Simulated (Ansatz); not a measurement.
`B[SiH2][GeH3]` + `B[SiH2]O` → `BO[SiH2]B` + `[SiH3][GeH3]` at 700 K and 1 bar (cleavage of the B–Si bond).

Isolated molecules relaxed with PBE0-D4/def2-TZVP in Ansatz; ΔE leaves out vibrations. CCSD(T)/CBS is the MP2 limit (def2-TZVPP, def2-QZVPP) plus CCSD(T) − MP2 in def2-TZVPP, frozen cores. For Ge outer-core shells are correlated without core-valence functions, which leaves a few kJ/mol of doubt a bond. Scalar relativity is left out up to krypton. One conformer a species, not always the lowest.

```
        species  CCSD(T)/CBS energy (Eh)  H − E (kJ/mol)  S (J/(mol·K))
`B[SiH2][GeH3]`              -2394.14795           235.6          463.6
     `B[SiH2]O`               -392.05150           194.3          392.7
    `BO[SiH2]B`               -417.47687           240.1          448.0
 `[SiH3][GeH3]`              -2368.78170           184.9          383.3
```

H − E and S are ideal-gas, rigid-rotor, harmonic terms from PBE0-D4/def2-TZVP, for one conformer and one mirror image of each species. 1 Eh = 2625.50 kJ/mol, R = 8.31446 J/(mol·K).

By hand: ΔE, ΔH, ΔS and ΔG.

ΔE = (-417.47687) + (-2368.78170) − (-2394.14795) − (-392.05150) = -0.05912 Eh = -155.2 kJ/mol. Δ(H − E) = 240.1 + 184.9 − 235.6 − 194.3 = -4.9, so ΔH = -160.1 kJ/mol. ΔS = 448.0 + 383.3 − 463.6 − 392.7 = -25.0 J/(mol·K). ΔG = -160.1 − 700 × (-25.0)/1000 = -142.6 kJ/mol.

By hand: the equilibrium constant, and the temperature at which ΔG would vanish if ΔH and ΔS stayed fixed.

log₁₀ K = −ΔG/(RT ln 10) = 10.6. ΔG = 0 at ΔH/ΔS = 6404 K, far beyond where these terms or the molecules hold.

ΔH outweighs TΔS. A doubt of 5 kJ/mol in ΔE shifts log₁₀ K by 0.4 here. Other conformers and mirror images would add mixing entropy, several J/(mol·K) or more a flexible species. Modes under 60 cm⁻¹, often nearly free rotors, make the harmonic entropy too high. These are equilibria of isolated gas molecules and say nothing of rates. Largest T1 diagnostic: 0.013 (customary marks: 0.02 for closed shells, 0.045 for open ones).
